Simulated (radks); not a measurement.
Values are calculated unless marked as measured or tabulated.
Species: the iridium ion Ir+. Configuration: [Xe] 4f14 5d6.5 6s1.5 (fractional occupations, a model configuration). Code: a radial shooting solver on a logarithmic mesh with Libxc functionals. Model: Dirac Kohn-Sham, BLYP, spin-unpolarised, spherical densities, point nucleus; open shells are shared between the two j in proportion to 2j + 1.

X-ray form factor f0, the Fourier transform of the density (f0(0) = 76):

| sin(theta)/lambda (1/angstrom) | f0 (electrons) |
|---|---|
| 0.05 | 75.034 |
| 0.1 | 72.453 |
| 0.15 | 68.943 |
| 0.2 | 65.120 |
| 0.25 | 61.339 |
| 0.3 | 57.746 |
| 0.4 | 51.266 |
| 0.5 | 45.713 |
| 0.6 | 40.963 |
| 0.8 | 33.269 |
| 1 | 27.322 |
| 1.25 | 21.901 |
| 1.5 | 18.348 |
| 2 | 14.420 |
